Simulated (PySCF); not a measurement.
AlFH4Si. Atoms are numbered in the order given.

```xyz
7

Al     0.1336    -0.6934    -0.6264
F     -1.4175    -0.7468    -1.2139
H      1.1494    -1.7141    -1.2674
Si     0.5650     0.9626     1.1291
H      0.3087     2.3378     0.6286
H      1.9726     0.9014     1.5993
H     -0.3206     0.7341     2.2997
```
Charge 0, spin multiplicity 1.

Geometry optimised at B3LYP-D3(BJ)/def2-TZVP.

The numbers are results of PySCF with HF/def2-TZVPD, not measurements.

Gas-phase values at a fixed geometry.

```yaml
total_energy: -632.74605 hartree
highest_occupied_level: -10.50 eV
lowest_empty_level: 0.84 eV
orbital_gap: 11.34 eV
dipole_moment: 1.51 D
quadrupole, principal values (traceless, Buckingham form, about the centre of nuclear charge): -7.74, -1.01, 8.75 D·Å
mean_static_polarisability: 54.2 bohr³ (8.03 Å³)
polarisability_principal_values: 48.1, 49.7, 64.8 bohr³
```
